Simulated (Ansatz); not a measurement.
Reading a saddle point

A first-order saddle point of Si₂NH₁₁O, closed shell, PBE0-D4/def2-TZVP, with one imaginary mode of 261i cm⁻¹:

```csv
atom,x (Å),y (Å),z (Å)
Si1,-0.3591,-0.1020,-1.1733
H2,0.3744,-1.0514,-0.0603
H3,-1.2281,0.8987,-1.9697
H4,-0.4132,-1.2443,-2.1419
Si5,1.6921,1.0385,-1.3110
H6,-1.2297,-0.3291,1.4292
O7,-1.5679,0.0965,0.1344
H8,0.1207,-1.1802,1.4312
N9,-0.5724,-0.8690,2.1649
H10,1.8568,1.8496,-0.0580
H11,2.8493,0.0919,-1.3206
H12,1.8730,1.9976,-2.4428
H13,-2.2415,0.7232,-0.1462
H14,-0.1368,-0.2599,2.8482
H15,-1.0175,-1.6602,2.6156
```

Computed with Ansatz 0.2.0 (basis: def2-TZVPP and def2-QZVPP); correlated methods freeze the cores. Extrapolation: Hartree–Fock as exp(−7.88 √X), correlation as X^−2.97.

(1) Which contacts change along the imaginary mode, and what lies on either side? (Judge from chemistry; the calculation decides.)

(2) Which side is lower, and how far does the saddle lie above each? (To be estimated.)

No T1 diagnostic of these runs exceeds 0.013.

## Answers

(1) By the calculation: The step is Si₂H₆ ([SiH3][SiH3]) + H₂O + NH₃ → Si₂H₆O ([OH][SiH2][SiH3]) + NH₃ + H₂, with the molecules in contact on both sides. Shortening one way: Si1–O7, H2–H8, H6–N9; lengthening the same way: Si1–H2, H6–O7, H8–N9.
```json
{"pair": "Si1–O7", "one side (Å)": "2.95", "saddle (Å)": "1.79", "other side (Å)": "1.67"}
{"pair": "H2–H8", "one side (Å)": "2.74", "saddle (Å)": "1.52", "other side (Å)": "0.75"}
{"pair": "H6–N9", "one side (Å)": "1.85", "saddle (Å)": "1.12", "other side (Å)": "1.01"}
{"pair": "Si1–H2", "one side (Å)": "1.49", "saddle (Å)": "1.64", "other side (Å)": "4.46"}
{"pair": "H6–O7", "one side (Å)": "0.98", "saddle (Å)": "1.40", "other side (Å)": "2.29"}
{"pair": "H8–N9", "one side (Å)": "1.01", "saddle (Å)": "1.06", "other side (Å)": "2.97"}
```

(2) By the calculation: The side with Si1–O7, H2–H8, H6–N9 short is lower by 32.3 kJ/mol; the saddle lies 159.4 kJ/mol above it and 127.1 kJ/mol above the other (CCSD(T) at an estimated basis limit (MP2 extrapolated from triple and quadruple zeta, plus CCSD(T) − MP2 in triple zeta); electronic energies).

Labels in which every atom is bracketed show which atoms are joined, not bond orders.

For scale, one of the runs: CCSD(T)/def2-TZVPP, 300 basis functions, launched by `ansatz run in.yaml --threads 8 --pin off --events-out ev --progress --plain --max-ram 19148MiB`. Time: 2.4 min of wall clock on 8 CPU threads of an Arm Neoverse V2; the host was shared. Peak host memory: 9.9 GiB.
